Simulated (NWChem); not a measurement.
All runs are NWChem calculations. System: Ge2, charge 0, spin multiplicity 3, at a geometry optimised with UPBE0/def2-SVP. The structure started from a generated list of species. Its SCF solution wasn't tested for a lower state. Level: UMP2/def2-SVP, 18 core orbitals frozen.

Input file:

```
start mol
memory heap 200 mb stack 900 mb global 1100 mb
geometry units angstroms nocenter noautoz
  Ge     0.000000     0.000000     1.133808
  Ge     0.000000     0.000000    -1.133808
  symmetry group D2h
end
basis spherical
  * library def2-svp
end
scf
  uhf
  nopen 2
  maxiter 100
  thresh 1e-7
  semidirect memsize 60000000 filesize 0
  # guess.movecs holds the orbitals of an unrestricted PBE0 run
  vectors input guess.movecs output mol.movecs
end
mp2
  freeze core 18
end
task mp2 energy
```

Output (cleaned and shortened):

```
             Northwest Computational Chemistry Package (NWChem) 7.3.0
             --------------------------------------------------------

                                NWChem Input Module
                                -------------------

 Scaling coordinates for geometry "geometry" by  1.889725989
 (inverse scale =  0.529177249)

 Turning off AUTOSYM since
 SYMMETRY directive was detected!

                             Geometry "geometry" -> ""
                             -------------------------

 Output coordinates in angstroms (scale by  1.889725989 to convert to a.u.)

  No.       Tag          Charge          X              Y              Z
 ---- ---------------- ---------- -------------- -------------- --------------
    1 Ge                  32.0000     0.00000000     0.00000000     1.13380800
    2 Ge                  32.0000     0.00000000     0.00000000    -1.13380800

 Effective nuclear repulsion energy (a.u.)     238.9635207088

            Nuclear Dipole moment (a.u.)
            ----------------------------
        X                 Y               Z
 ---------------- ---------------- ----------------
     0.0000000000     0.0000000000     0.0000000000

      Symmetry information
      --------------------

 Group name             D2h
 Group number             26
 Group order               8
 No. of unique centers     1

      Symmetry unique atoms

     1


 Summary of "ao basis" -> "" (spherical)
 ------------------------------------------------------------------------------
       Tag                 Description            Shells   Functions and Types
 ---------------- ------------------------------  ------  ---------------------
 *                          def2-svp                  on all atoms

 Summary of "ao basis" -> "ao basis" (spherical)
 ------------------------------------------------------------------------------
       Tag                 Description            Shells   Functions and Types
 ---------------- ------------------------------  ------  ---------------------
 Ge                         def2-svp                12       32   5s4p3d

                                 NWChem SCF Module
                                 -----------------

  ao basis        = "ao basis"
  functions       =    64
  atoms           =     2
  alpha electrons =    33
  beta  electrons =    31
  charge          =   0.00
  wavefunction    = UHF
  use symmetry    = T
  symmetry adapt  = T

 Summary of "ao basis" -> "ao basis" (spherical)
 ------------------------------------------------------------------------------
       Tag                 Description            Shells   Functions and Types
 ---------------- ------------------------------  ------  ---------------------
 Ge                         def2-svp                12       32   5s4p3d

      Symmetry analysis of basis
      --------------------------

        ag         15
        au          3
        b1g         3
        b1u        15
        b2g         7
        b2u         7
        b3g         7
        b3u         7

 Forming initial guess at       0.1s

   Symmetry analysis of molecular orbitals - initial alpha
   -------------------------------------------------------

  Numbering of irreducible representations:

     1 ag          2 au          3 b1g         4 b1u         5 b2g
     6 b2u         7 b3g         8 b3u

  Orbital symmetries:

     1 b1u         2 ag          3 b1u         4 ag          5 b3g
     6 b2u         7 b1u         8 ag          9 b2g        10 b3u
[...]
  Mulliken analysis of the alpha density
  --------------------------------------

    Atom       Charge   Shell Charges
 -----------   ------   -------------------------------------------------------
    1 Ge  32    16.50   1.00  1.00  1.00  0.66  0.26  3.00  2.99  0.68  0.88  4.07  0.90  0.07
    2 Ge  32    16.50   1.00  1.00  1.00  0.66  0.26  3.00  2.99  0.68  0.88  4.07  0.90  0.07

   Mulliken analysis of the beta density
   -------------------------------------

    Atom       Charge   Shell Charges
 -----------   ------   -------------------------------------------------------
    1 Ge  32    15.50   1.00  1.00  1.00  0.69  0.25  3.00  2.99  0.22  0.34  4.08  0.89  0.04
    2 Ge  32    15.50   1.00  1.00  1.00  0.69  0.25  3.00  2.99  0.22  0.34  4.08  0.89  0.04

   Mulliken analysis of the spin density
   -------------------------------------

    Atom       Charge   Shell Charges
 -----------   ------   -------------------------------------------------------
    1 Ge  32     1.00  -0.00 -0.00 -0.00 -0.02  0.00  0.00  0.00  0.46  0.54 -0.01  0.01  0.03
    2 Ge  32     1.00  -0.00 -0.00 -0.00 -0.02  0.00  0.00  0.00  0.46  0.54 -0.01  0.01  0.03

       Multipole analysis of the density wrt the origin
       ------------------------------------------------

     L   x y z        total         alpha         beta         nuclear
     -   - - -        -----         -----         ----         -------
     0   0 0 0     -0.000000    -33.000000    -31.000000     64.000000

     1   1 0 0     -0.000000     -0.000000     -0.000000      0.000000
     1   0 1 0     -0.000000     -0.000000      0.000000      0.000000
     1   0 0 1      0.000000      0.000000      0.000000      0.000000

     2   2 0 0    -29.375135    -16.222305    -13.152830      0.000000
     2   1 1 0      0.000000      0.000000      0.000000      0.000000
     2   1 0 1     -0.000000     -0.000000     -0.000000      0.000000
     2   0 2 0    -25.503280    -16.390854     -9.112426      0.000000
     2   0 1 1     -0.000000      0.000000     -0.000000      0.000000
     2   0 0 2    -24.526445   -168.297134   -150.032618    293.803307

                   NWChem MP2 Semi-direct Energy/Gradient Module
                   ---------------------------------------------

  Basis functions       =     64
  Molecular orbitals    =     64
  Frozen core           =     18
  Frozen virtuals       =      0
  Active alpha occupied =     15
  Active beta occupied  =     13
  Active alpha virtual  =     31
  Active beta virtual   =     33
  Use MO symmetry       = T
  Use skeleton AO sym   = T

  AO/Fock/Back tols     =   1.0D-09  1.0D-09  1.0D-09

 GA uses MA = F    GA memory limited = T

 Available:
  local mem=  1.26D+08
 global mem=  1.44D+08
 local disk=  0.00D+00
  mp2_memr nvloc                    31
  nvloc new                    31
   1 passes of  15:        3145728                      20213                   3161174.
   1 passes of  15: M    126153443           G      144171008           F     123007715.

 Semi-direct pass number   1 of   1  for UHF alpha       at        0.9s
  vrange nnbf                  1995
  mp2_eaftype                    12  avail_ma_in_mb                  1099
 EAF : mp2_eaftype filesize          12    1580587.
  mp2_eaf for mointskh                     12
Node 0 wrote      7.4 Mb in      0.0 s     Agg I/O rate:   967.0 Mb/s
 Done moints_semi at        2.7s
  mp2_eaftype                    12  avail_ma_in_mb                  1087
 EAF : mp2_eaftype filesize          12    1580587.
  mp2_eaf for kh                    12
 Done maket at        2.8s
 Done multipass loop at        2.8s

 GA uses MA = F    GA memory limited = T

 Available:
  local mem=  1.26D+08
 global mem=  1.44D+08
 local disk=  0.00D+00
  mp2_memr nvloc                    33
  nvloc new                    33
   1 passes of  13:        3145728                      19295                   2916986.
   1 passes of  13: M    126153443           G      144171008           F     123007715.

 Semi-direct pass number   1 of   1  for UHF beta        at        2.8s
  vrange nnbf                  1995
  mp2_eaftype                    11  avail_ma_in_mb                  1099
 EAF : mp2_eaftype filesize          11    1458493.
  mp2_eaf for mointskh                     11
Node 0 wrote      6.8 Mb in      0.0 s     Agg I/O rate:   575.4 Mb/s
 Done moints_semi at        4.6s
  mp2_eaftype                    11  avail_ma_in_mb                  1088
 EAF : mp2_eaftype filesize          11    1458493.
  mp2_eaf for kh                    11
 Done maket at        4.7s
 Done multipass loop at        4.7s

          -------------------------------------------
          SCF energy               -4150.144853318970
          Correlation energy          -0.402878921184
          Singlet pairs                0.000000000000
          Triplet pairs                0.000000000000
          Total MP2 energy         -4150.547732240153
          -------------------------------------------

          ---------------------------------------------------
                    Spin Component Scaled (SCS) MP2
          Same spin pairs                     -0.132598528323
          Same spin scaling factor             0.333333333333
          Opposite spin pairs                 -0.270280392861
          Opposite spin scaling fact.          1.200000000000
          SCS-MP2 correlation energy          -0.368535980874
          Total SCS-MP2 energy             -4150.513389299844
          ---------------------------------------------------

 -----------------------
 Performance information
 -----------------------

 Timer overhead =  1.38D-07 seconds/call

               Nr. of calls         CPU time (s)                 Wall time (s)                GFlops
             ---------------    -------------------     ------------------------------   -------------------
Name         Min   Avg   Max    Min     Avg     Max     Min     Avg     Max   Mx/calls   Min     Max     Sum
mp2: moin     2     2     2    3.7     3.7     3.7      3.7     3.7     3.7     1.8      0.0     0.0     0.0
mp2: make     2     2     2   0.12    0.12    0.12     0.12    0.12    0.12    6.10E-2   0.0     0.0     0.0
mp2: tota     1     1     1    3.9     3.9     3.9      3.9     3.9     3.9     3.9      0.0     0.0     0.0

 The average no. of pstat calls per process was 5.00D+00
 with a timing overhead of 6.89D-07s

 Task  times  cpu:        4.6s     wall:        4.6s

 Total times  cpu:        4.7s     wall:        4.7s
```
